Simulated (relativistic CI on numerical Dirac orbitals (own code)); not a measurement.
Lu III: calculation against measurement

Calculated at this level of theory: Dirac-Coulomb-Breit CI, separate exchange-only KLI orbitals for each configuration, model QED (radiative potential, 1s self-energy scaled to tabulated hydrogen-like ionisation energies), valence Slater integrals scaled by 0.85, P86 correlation energy added to each configuration (own radial code, finite nucleus).

CI space (outside the closed core [Xe]): 4f14 6s, 4f14 5d, 4f14 6p, 4f14 6d, 4f14 6f, 4f13 6s 5d, 4f14 7s, 4f13 6s2, 4f14 7p, 4f14 5f, 4f14 8s, 4f14 7d, 4f14 8p, 4f14 5g, 4f14 9s, 4f13 6s 6p, 4f14 8d, 4f13 6s 7p, 4f13 6s 5f. Double excitations out of closed p, d and f shells are left out; levels of such configurations are missing from the list, as are those of other unlisted configurations, and high levels can miss mixing partners.

| Configuration | Term (tabulated) | J | Measured (cm⁻¹) | Computed | Error | Purity (%) |
| --- | --- | --- | --- | --- | --- | --- |
| 4f14 6s | 2S | 1/2 | 0.0 | 0 | 0 | 100 |
| 4f14 7s | 2S | 1/2 | 86681.2 | 82741 | -3940 | 100 |
| 4f14 6d | 2D | 3/2 | 92321.6 | 87533 | -4789 | 100 |
| 4f14 6d | 2D | 5/2 | 93107.6 | 88270 | -4838 | 100 |
| 4f14 7p | 2P° | 1/2 | 100357.1 | 99226 | -1131 | 65 |
| 4f14 7p | 2P° | 3/2 | 102810.8 | 100265 | -2546 | 83 |
| 4f14 5f | 2F° | 5/2 | 105590.6 | 100575 | -5015 | 99 |
| 4f14 5f | 2F° | 7/2 | 105704.1 | 100557 | -5148 | 100 |
| 4f14 8s | 2S | 1/2 | 119784.8 | 115110 | -4675 | 100 |
| 4f14 7d | 2D | 3/2 | 122622.5 | 117802 | -4821 | 100 |
| 4f14 7d | 2D | 5/2 | 122981.0 | 118154 | -4827 | 99 |
| 4f14 6f | 2F° | 7/2 | 128799.8 | 123969 | -4831 | 100 |
| 4f14 5g | 2G | 7/2 | 129105.4 | 125861 | -3244 | 100 |
| 4f14 5g | 2G | 9/2 | 129106.3 | 125861 | -3246 | 100 |
| 4f14 9s | 2S | 1/2 | 136209.9 | 131479 | -4731 | 100 |

Measured levels from Martin, Zalubas and Hagan, Atomic Energy Levels: The Rare-Earth Elements, NSRDS-NBS 60 (1978); pairs were made by configuration, J and term (by order where the table uses no LS term), so strongly mixed levels may be paired wrongly.

Mean error by configuration (cm⁻¹): 4f14 7s -3940; 4f14 6d -4813; 4f14 7p -1839; 4f14 5f -5081; 4f14 8s -4675; 4f14 7d -4824; 4f14 6f -4831; 4f14 5g -3245; 4f14 9s -4731. Over the excited levels the mean absolute error is 4127 cm⁻¹ (14 of the 14 excited levels that our extract of the source holds in range could be paired), and the median relative error of those above 1,000 cm⁻¹ is 3.9 %.
